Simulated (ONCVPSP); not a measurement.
How hard is this Li ONCV potential?

Li (Z = 3), optimised norm-conserving Vanderbilt (ONCV), made with ONCVPSP 4.0.1 (PBE, scalar-relativistic). Core [He], reference 2s1. Waves: 2s: rc 2.50 bohr, ncon 5, nbas 8, qcut 3.3 1/bohr, 2 projectors, debl 2.2 Ha; p scattering state at 0.11 Ha: rc 2.00 bohr, ncon 5, nbas 8, qcut 4.5 1/bohr, 1 projector. Local part: polynomial inside 1.85 bohr (lpopt 5, dvloc0 0 Ha). Core correction: Teter function, fcfact 5.25, rcfact 1.15.

Q: For each optimised wave give the share of its norm inside rc, the residual kinetic energy above qcut (Ha) and the cutoffs (Ha) for errors of 10, 1, 0.1 and 0.01 mHa per electron.

A:

| wave | norm inside rc | residual KE | 10 mHa | 1 mHa | 0.1 mHa | 0.01 mHa |
| --- | --- | --- | --- | --- | --- | --- |
| 2s | 0.201 | 3.0e-06 | 0.4 | 2.3 | 3.6 | 4.9 |
| s projector 2 | 0.222 | 4.6e-03 | 5.0 | 6.8 | 26.2 | 35.3 |
| p projector 1 | 0.304 | 4.3e-05 | 3.5 | 6.7 | 9.2 | 22.4 |

The occupied waves need 2.3 Ha and 3.6 Ha for 1 and 0.1 mHa. The cutoffs count occupied waves only; projector 2 of the s channel, the hardest unoccupied one, needs 7 Ha at the loose tolerance. Note: ghosts flagged at negative energy: s at -29.7 eV; GHOST(+) flagged for p at 10.9 eV. A true bound ghost makes a file unfit for plane-wave use. 1 of 2 tests not solved or not reliable.
